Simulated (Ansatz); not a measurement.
`[CH3][GeH]([Cl])[CH]=O` + `[CH3][GaH][F]` → `O=[CH][GeH2][Cl]` + `[CH3][Ga]([CH3])[F]`  (redistribution)

Isolated molecules relaxed with PBE0-D4/def2-TZVP in Ansatz; ΔE leaves out vibrations. CBS: MP2 limit from def2 TZ/QZ plus the TZ coupled-cluster correction, frozen cores. Functionals use def2-TZVPP. B3LYP here is the variant with VWN-RPA as its local correlation; programs differ in this. For Ga, Ge outer-core shells are correlated without core-valence functions, which leaves a few kJ/mol of doubt a bond. Scalar relativity is left out up to krypton. One conformer a species, not always the lowest.

```tsv
level	ΔE (kcal/mol)
B3LYP	0.1
HF/def2-TZVPP	1.5
MP2/def2-TZVPP	1.2
HF/CBS(def2)	1.5
```

Task: What does CCSD(T)/CBS give? (Best estimate.)

Result: Ansatz gave: +0.4 kcal/mol. The listed levels differ from it by -0.3, 1.1, 0.8, 1.1 kcal/mol.

Largest T1 diagnostic among the species: 0.013.
